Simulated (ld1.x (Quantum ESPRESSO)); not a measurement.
**Which change was made? (P, TM)**

- Element: phosphorus (P)
- Generator: ld1.x (Quantum ESPRESSO) 7.5
- Type: norm-conserving Troullier–Martins (Kleinman–Bylander form)
- Functional: PBEsol
- Relativity: fully relativistic
- Frozen core: [Ne]
- Valence charge: 5
- Reference configuration: 3s2 3p3
- Partial waves: 3s (bound): rc 1.60 bohr; 3p (bound): rc 1.75 bohr
- Local potential: all-electron potential smoothed inside 1.50 bohr (lloc = -1)
- Core correction: Bessel-smoothed model core inside 1.30 bohr

Open shells are filled in proportion to 2j + 1 (rel_dist='average').

Cutoffs, loose and tight: the cutoffs (Ry, on a coarse ladder) from which the occupation-weighted sum of valence levels, in a spherical-Bessel basis at the reference potential, stays within 10 and 1 mRy of its value at 400 Ry. They do not see the model core or the augmentation charge, which bear on the density cutoff. Test errors are all-electron minus pseudo excitation energies from the reference, over the configurations 3s2 3p2; 3s2 3p1; 3s2 3p0; 3s2 3p2.5; 3s1 3p0; 3s1 3p3; 3s1 3p4; variants that change the core or the reference have their own tests.

The base gives: outcome: generated; cutoff, loose: 21 Ry; cutoff, tight: 50 Ry; bound ghosts: none; largest test error (meV): +221.

**Question.** After one change the result is: outcome: generated; cutoff, loose: 25 Ry; cutoff, tight: 50 Ry; bound ghosts: none; largest test error (meV): +223. Which change was it?
A. all radii but the core radius scaled by about 1.11 (s 1.78, p 1.94 bohr); local potential all-electron potential smoothed inside 1.66 bohr (lloc = -1)
B. functional PBE
C. local potential the s channel
D. wave 3s (bound): rc 1.60 bohr becomes 3s (bound): rc 1.36 bohr

**Answer.** D. The others give: local potential the s channel → outcome: generated; cutoff, loose: 25 Ry; cutoff, tight: 50 Ry; bound ghosts: none; largest test error (meV): +177 | functional PBE → outcome: generated; cutoff, loose: 21 Ry; cutoff, tight: 50 Ry; bound ghosts: none; largest test error (meV): +279 | all radii but the core radius scaled by about 1.11 (s 1.78, p 1.94 bohr); local potential all-electron potential smoothed inside 1.66 bohr (lloc = -1) → outcome: generated; cutoff, loose: 18 Ry; cutoff, tight: 45 Ry; bound ghosts: none; largest test error (meV): +211.
